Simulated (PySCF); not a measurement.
# Computed beside measured shifts: C11H16O3S

System: C11H16O3S (measured compound), SMILES CCCCOS(=O)(=O)c1ccc(C)cc1.

Atom-mapped SMILES (hydrogens are numbered by the atom that bears them): [CH3:1][CH2:2][CH2:3][CH2:4][O:5][S:6](=[O:7])(=[O:8])[c:9]1[cH:10][cH:11][c:12]([CH3:13])[cH:14][cH:15]1

Method: GIAO KT3/pcSseg-1, gas phase, PySCF SCF with an in-house response code, fitting set def2-universal-JFIT, grid level 2, non-relativistic, on the GFN2-xTB geometry.

One optimised conformer. Values are averaged over the atoms that symmetry or fast rotation interchanges, on this one geometry and without vibrational averaging. Shifts are the reference shielding less the shielding here, at the same level (13C, 1H against isolated TMS; 17O against isolated H2O; 33S against isolated CS2); nuclei without a reference have shieldings only.

(1) What shifts does this level give for H on 4, H on 3, H on 2, H on 1, and how do they compare with measurement?

Results:

(1) 
| atom | nucleus | computed / ppm | measured / ppm | computed less measured | measured against | medium of the measurement |
| --- | --- | --- | --- | --- | --- | --- |
| H on 4 | 1H | 4.52 | 4.03 | 0.49 | TMS | not stated per compound (mostly CDCl3 or CCl4) |
| H on 3 | 1H | 1.65 | 1.62 | 0.03 | TMS | not stated per compound (mostly CDCl3 or CCl4) |
| H on 2 | 1H | 1.57 | 1.36 | 0.21 | TMS | not stated per compound (mostly CDCl3 or CCl4) |
| H on 1 | 1H | 1.29 | 0.88 | 0.41 | TMS | not stated per compound (mostly CDCl3 or CCl4) |

Measured values: Pretsch, Buehlmann, Badertscher, Structure Determination of Organic Compounds, 4th ed..
